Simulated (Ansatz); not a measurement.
`[CH3][Sn]([CH3])([F])[Cl]` + H–F → `[CH3][Sn]([CH3])([F])[F]` + HCl  (ligand exchange at the Sn–Cl bond)

Computed with Ansatz on PBE0-D4/def2-TZVP structures; ΔE is electronic, products minus reactants. CCSD(T)/CBS adds triple-zeta CCSD(T) − MP2 to the extrapolated MP2 energy (def2 sets, frozen cores). This one scheme is used for every species. Functionals use def2-TZVPP. B3LYP here is the variant with VWN-RPA as its local correlation; programs differ in this. def2 core potentials past Kr. For Sn outer-core shells are correlated without core-valence functions, which leaves a few kJ/mol of doubt a bond.

```json
{"level": "B3LYP-D4", "ΔE (kJ/mol)": "29.4"}
{"level": "r2SCAN", "ΔE (kJ/mol)": "27.5"}
```

Question: What does CCSD(T)/CBS give? (An estimate is asked.)

Answer: The calculation gave: +34.8 kJ/mol. The listed levels differ from it by -5.4, -7.3 kJ/mol.

Largest T1 diagnostic among the species: 0.013.

From PBE to PBE0 (25 % exact exchange), in def2-TZVPP and without D4, ΔE moves by +6.9 kJ/mol. The D4 term adds +5.8 kJ/mol with B3LYP and +3.3 kJ/mol with PBE0; it sums over pairs of atoms, weighted by their polarisabilities, and B3LYP, whose exchange is more repulsive, gets the larger term.
